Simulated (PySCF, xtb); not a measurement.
B2H4, SMILES BB.

GFN2-xTB in xtb 6.7.1 at its own geometry gives an orbital gap of 3.70 eV and a dipole moment of 0.00 D.

Geometry: B3LYP-D3(BJ)/def2-TZVP.

What does PBE0/def2-TZVPD (PySCF) give? (An estimate is asked for; the answer gives what the named calculation found.)

gap 6.98 eV (levels -8.65 and -1.66 eV), dipole 0.00 D.
